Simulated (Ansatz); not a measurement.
Consider the atomization: `[SH][Al]1[O]C[S]1` → Al• + C• + 3 H• + O• + 2 S•.

Program: Ansatz. Geometries: PBE0-D4/def2-TZVP. ΔE: electronic, gas phase. CBS: MP2 limit from def2 TZ/QZ plus the TZ coupled-cluster correction, frozen cores. This one scheme is used for every species, atoms too. Functionals use def2-TZVPP. No spin–orbit coupling; open shells (•) take unrestricted orbitals. Spin–orbit coupling would lower the free atoms: a little for Al, C, O, S. One conformer a species, not always the lowest.

`[SH][Al]1[O]C[S]1`:

```xyz
8

S     2.668    1.317    0.017
Al    0.715    0.391    0.031
O     0.138   -1.020   -0.765
C    -1.173   -0.937   -0.259
S    -1.266    0.583    0.843
H     2.239    2.287    0.845
H    -1.902   -0.813   -1.063
H    -1.419   -1.808    0.351
```

```tsv
species	PBE0-D4 energy (Eh)
`[SH][Al]1[O]C[S]1`	-1153.63542
Al•	-242.24899
C•	-37.80537
H•	-0.50104
O•	-75.01860
S•	-397.97374
```

**Question.** Work out ΔE.

**Answer.** ΔE = 3 × (-0.50104) + 2 × (-397.97374) + (-242.24899) + (-37.80537) + (-75.01860) − (-1153.63542) = 1.11186 Eh = +2919.2 kJ/mol. CCSD(T)/CBS gives +2919.0 kJ/mol.

Largest T1 diagnostic among the species: 0.018.

From PBE to PBE0 (25 % exact exchange), in def2-TZVPP and without D4, ΔE moves by −65.8 kJ/mol: exact exchange takes away binding that semilocal exchange gives to molecules. In def2-TZVPP, CCSD(T) changes the Hartree–Fock value by +804.3 kJ/mol (the triples alone add +64.6 kJ/mol) and MP2 by +894.9 kJ/mol; breaking electron pairs costs correlation energy, which Hartree–Fock lacks. At CCSD(T), def2-SVP lies −229.8 kJ/mol from the extrapolated value and def2-TZVPP −98.6 kJ/mol: correlation converges slowly with the basis, and small sets miss more of it in the bonded molecule than in its fragments.

For atomizations the MP2-based limit and the directly extrapolated one differ by several kJ/mol either way, and by 10 to 25 for some Ge, Se and Sn compounds, so smaller differences from it don't rank the levels.
